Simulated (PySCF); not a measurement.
## HCoO: one-bond stretch

Computed with UPBE0 in PySCF with Co def2-TZVP, O def2-TZVP, H def2-TZVP; no relativity; density-fitted integrals.

Rigid scan from the quintet minimum (Co–H 1.596 Å, Co–O 1.628 Å; H–Co–O 157.7°). Coordinate: the bond from Co to the last atom (H) scaled, the rest fixed. Energies in kJ/mol from the minimum.

```csv
scale of one bond,E (kJ/mol),dipole size (D),⟨S²⟩
0.92,11.2,1.70,6.02
0.96,2.6,1.64,6.02
1.00,0.0,1.59,6.03
1.05,3.3,1.54,6.03
1.12,16.7,1.49,6.03
1.20,40.0,1.46,6.03
1.35,94.7,1.51,6.03
1.55,170.8,–,6.02
1.80,254.0,–,6.06
2.20,347.9,–,6.09
```

With open d or f shells other occupations or spin states may lie lower.

The scan took 15 s on 2 threads of a shared AMD EPYC 9R45 96-Core (Zen 5) host; the process peaked at 0.85 GiB. Launch command: `OMP_NUM_THREADS=2 python axn.py task.json out`.
